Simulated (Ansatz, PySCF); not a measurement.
Gas-phase reaction 3 R1 + R2 → P1 + P2 + P3 + P4, each structure at its B3LYP-D3(BJ)/def2-TZVP stationary point, reached from a drawn start (curvature not checked).
P1, CH4 (SMILES C) (charge 0, multiplicity 1, Z-matrix in Å and degrees):
```
C
H 1 1.0893
H 1 1.0893 2 109.47
H 1 1.0893 2 109.47 3 -120.00
H 1 1.0893 2 109.47 3 120.00
```
R1: H2 (SMILES [H][H]), charge 0, multiplicity 1.
P2, HCl (SMILES Cl) (charge 0, multiplicity 1):
```xyz
2

Cl     0.00000     0.00000     0.64101
H      0.00000     0.00000    -0.64101
```
P3, HF (SMILES F) (charge 0, multiplicity 1):
```csv
atom,x (Å),y (Å),z (Å)
F,0.0000,0.0000,0.4622
H,0.0000,0.0000,-0.4622
```
P4, SiH4 (SMILES [SiH4]) (charge 0, multiplicity 1):
```xyz
5

Si     0.0000     0.0000     0.0000
H      0.8547     0.8547     0.8547
H     -0.8547    -0.8547     0.8547
H     -0.8547     0.8547    -0.8547
H      0.8547    -0.8547    -0.8547
```
R2: CH4ClFSi (SMILES C[SiH](F)Cl), charge 0, multiplicity 1.

P less R. No zero-point or thermal terms.

Frozen-core correlation throughout.

Run with Ansatz (a program for electronic structure) with Gaussian orbitals; PySCF for the D3/D4 terms. No computed number here is a measurement.

Question: Estimate the reaction energy that CCSD(T)/cc-pV(Q+d)Z returns for this input.

Answer: 182 kJ/mol

Question: Predict the reaction energy from CAM-B3LYP-D4/def2-TZVPP.

Answer: 175 kJ/mol

Question: Predict the reaction energy from wB97X-V/def2-TZVPP.

Answer: 178 kJ/mol
